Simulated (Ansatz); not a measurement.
```csv
atom,x (Å),y (Å),z (Å)
H,1.1440,0.0000,0.0000
H,0.5720,0.9907,0.0000
H,-0.5720,0.9907,0.0000
H,-1.1440,0.0000,0.0000
H,-0.5720,-0.9907,0.0000
H,0.5720,-0.9907,0.0000
```

Basis set: def2-SVP (spherical functions). All electrons are correlated. Charge 0, multiplicity 1.

Computed with Ansatz (development build ahead of 0.2.0); each method stands on the lowest determinant of its kind that the runs found. Restricted open shells among the atoms or ions are ROHF, correlated in semicanonical orbitals with singles.

Problem. Give the atomization energy at this shape (free ground-state atoms in the same class of orbitals less the molecule, no zero-point energy) of singlet H6 by RHF-MP2, RHF.

Solution.

| method | atomization energy |
| --- | --- |
| RHF-MP2 | 9.07 eV |
| RHF | 6.09 eV |

Caution: stretched shape with no unrestricted run beside it, a lower state can exist. Caution for RHF-MP2: bonds are stretched, where a single reference can fail.
